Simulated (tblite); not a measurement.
A tight-binding relaxation on `C[C@]1(C2CC2)C[SiH2][Se]1`.

Computed with GFN2-xTB geometry optimisation, gas phase (tblite 0.8.0). Start geometry: from a force field or distance geometry. The command runs a driver script over a list of jobs; the input below is this job's line of settings and its coordinates in Å.

Command:
```bash
OMP_NUM_THREADS=1 python probes_run.py task.json out
```

Input:
```
{"job": {"kind": "relax", "xc": "GFN2-xTB", "basis": "xTB"}, "charge": 0, "multiplicity": 1}
C      0.357800    -1.420000     1.355900
C      0.229000    -0.237200     0.368400
C     -0.855300    -0.567400    -0.669200
C     -2.303000    -0.201200    -0.329800
C     -1.553100     0.599100    -1.364600
C      1.583200     0.026500    -0.331800
Si     1.960100     1.702700     0.372400
Se    -0.003700     1.434500     1.432600
H      0.595700    -2.358500     0.813200
H      1.145100    -1.227000     2.108200
H     -0.613100    -1.558400     1.897600
H     -0.756200    -1.478400    -1.297400
H     -2.476100     0.328000     0.644900
H     -3.057400    -0.898700    -0.749700
H     -1.276800     1.632800    -1.047800
H     -1.875400     0.386400    -2.400800
H      1.496700     0.105800    -1.430800
H      2.383800    -0.702100    -0.053200
H      1.910500     2.764800    -0.633500
H      3.103000     1.679200     1.312300
```

Output:
```
step      E/eV     max force
  0    -648.89719    2.019
  1    -649.11569    1.064
  2    -649.24129    0.426
  3    -649.26461    0.350
  4    -649.29480    0.445
  5    -649.31172    0.305
  6    -649.32338    0.195
  7    -649.32756    0.133
  8    -649.33085    0.137
  9    -649.33334    0.121
... (98 lines left out)
108    -649.34802    0.013
109    -649.34805    0.013
110    -649.34808    0.015
111    -649.34812    0.016
112    -649.34816    0.013
113    -649.34820    0.013
114    -649.34823    0.011
115    -649.34825    0.014
116    -649.34828    0.013
117    -649.34830    0.008
```

«max force» is the largest atomic force in eV/Å.

Problem. From which step on does the largest force stay under 0.1 eV/Å, and how much energy is left to gain from there?

Solution. From step 14 (0.099 eV/Å), 8.7 meV above the end.

Summary of the converged run: energy lowered by 10.4 kcal/mol over 117 steps; largest atomic force 0.008 eV/Å at the end.

Hardware: one thread of an Intel Xeon at 2.70 GHz (shared host). Cost: 2.4 s.
Labels such as C1 count atoms from 1, the log's own numbers from 0.
